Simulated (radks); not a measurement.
Problem. These are the eigenvalues of the occupied orbitals of an atom or ion with whole-number occupations (hartree). Method: non-relativistic Kohn-Sham, LB94 model potential, spin-polarised, spherical densities, point nucleus; computed with a radial shooting solver on a logarithmic mesh with Libxc functionals.

orbital  eigenvalue
1s up     -418.0064

Which element is it, and in what charge state? The configuration may be excited. Open shells, if any, are filled with parallel spins first.

Solution. Z = 29, copper, charge +28: Cu28+ in 1s1. The 1s level, -418.01 hartree, gives Z - s = 28.9 by -(Z - s)^2/2, which with screening narrows Z to a few neighbours, and with so few levels the electron count can be read from the list.
